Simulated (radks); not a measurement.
The numbers below are computed, except where a source is named.
Coulomb parameter of the 4f shell of the samarium ion Sm+ in the model configuration [Xe] 4f5 5d1 6s1, as a second difference U = [E(n + 0.5) + E(n - 0.5) - 2 E(n)] / (0.5)^2 with all orbitals relaxed. "Bare": the charge of the atom changes with n. "Screened": the 5d shell takes up the change at fixed total charge, which measures U(4f,4f) + U(5d,5d) - 2 U(4f,5d). Code: a radial shooting solver on a logarithmic mesh with Libxc functionals. Model: Dirac Kohn-Sham, PBE, spin-unpolarised, spherical densities, finite nucleus; open shells are shared between the two j in proportion to 2j + 1; Fermi nuclear charge, rms radius 5.0819 fm.

case                  configuration  E - E(n) (eV)
start              [Xe] 4f5 5d1 6s1          0.000
bare +0.5        [Xe] 4f5.5 5d1 6s1         -5.272
bare -0.5        [Xe] 4f4.5 5d1 6s1          9.030
screened +0.5  [Xe] 4f5.5 5d0.5 6s1         -2.240
screened -0.5  [Xe] 4f4.5 5d1.5 6s1          3.437

U(bare) = 15.030 eV, U(screened by 5d) = 4.791 eV, against the Slater integral F0(4f,4f) = 27.441 eV with frozen orbitals.
